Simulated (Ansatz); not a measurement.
BiF₃, charge -1, doublet, geometry from GFN2-xTB (such geometries of metal compounds can be far from the true shape) (a state made from the parent by changing its charge; the spin is typed, not shown lowest) (core potentials on Bi) (a gas-phase anion, which may not be bound at this level); Ansatz (a quantum-chemistry and plane-wave program) with BLYP/def2-TZVP.

Input for Ansatz:
Ansatz 0.2 input:
```yaml
crystal:
  periodic: [false, false, false]
  atoms:
    - {symbol: Bi, position_ang: [-0.00000000, 0.00000000, -0.00000000]}
    - {symbol: F, position_ang: [-1.82625889, -1.38897808, -0.00746710]}
    - {symbol: F, position_ang: [-0.28966236, 2.27575214, 0.03981639]}
    - {symbol: F, position_ang: [2.11592124, -0.88677405, -0.03234929]}
basis:
  gaussian:
    orbitals: def2-TZVP
hamiltonian:
  xc: blyp
total_charge: -1
magnetization: {spin_polarized: true, initial_magnetization: 1}
accuracy: high
```

The log (banner, timings and long lists left out):

```
Functional definition: BLYP
2263 factors; integrals over basis functions are off by at most 1.6e-7 eV
mean field evaluation 1: about -13996.9157 eV, gradient 1.3e1 eV
mean field evaluation 2: about -13989.4374 eV, gradient 4.8e1 eV
mean field evaluation 4: about -13997.8117 eV, gradient 8.5e-1 eV
mean field evaluation 8: about -13997.8149 eV, gradient 1.1e-1 eV
mean field evaluation 16: about -13997.8150 eV, gradient 4.8e-5 eV
mean field -13997.81498949 eV, -514.4102128041 hartree, gradient 7.4e-8 eV, S^2 0.751091; 0 other end points of the search recorded, 0 dependent functions left out
reference -13997.81503985 eV, -514.4102146546 hartree; 26, 25 occupied and 117, 118 virtual orbitals, 2263 factors
Total energy: -13997.81503985 eV, -514.4102146546 hartree
```
